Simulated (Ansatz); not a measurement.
`[CH3][Ga]([CH3])[NH2]` + CH₃OH → `C[O][Ga]([CH3])[NH2]` + CH₄  (ligand exchange at a Ga–C bond)

Program: Ansatz. Geometries: PBE0-D4/def2-TZVP. ΔE: electronic, gas phase. CCSD(T)/CBS adds triple-zeta CCSD(T) − MP2 to the extrapolated MP2 energy (def2 sets, frozen cores). This one scheme is used for every species. DFT in def2-TZVPP. For Ga outer-core shells are correlated without core-valence functions, which leaves a few kJ/mol of doubt a bond. Scalar relativity is left out up to krypton. One conformer a species, not always the lowest.

```csv
species,r2SCANh energy (Eh)
`[CH3][Ga]([CH3])[NH2]`,-2060.61217
CH₃OH,-115.69984
`C[O][Ga]([CH3])[NH2]`,-2135.84163
CH₄,-40.49979
```

(1) Work out ΔE.

Largest T1 diagnostic among the species: 0.013.

## Answers

(1) ΔE = (-2135.84163) + (-40.49979) − (-2060.61217) − (-115.69984) = -0.02941 Eh = -0.80 eV. CCSD(T)/CBS gives -0.76 eV.

Leaving LDA and LC-ωPBE aside and taking each functional with its dispersion term where it has one, the values, not all of them listed here, spread over 0.11 eV, from B97M-V to HSE06-D4. At CCSD(T), def2-SVP lies −0.17 eV from the extrapolated value and def2-TZVPP −0.03 eV. In def2-TZVPP, CCSD(T) changes the Hartree–Fock value by +0.08 eV (the triples alone add −0.00 eV) and MP2 by +0.07 eV.
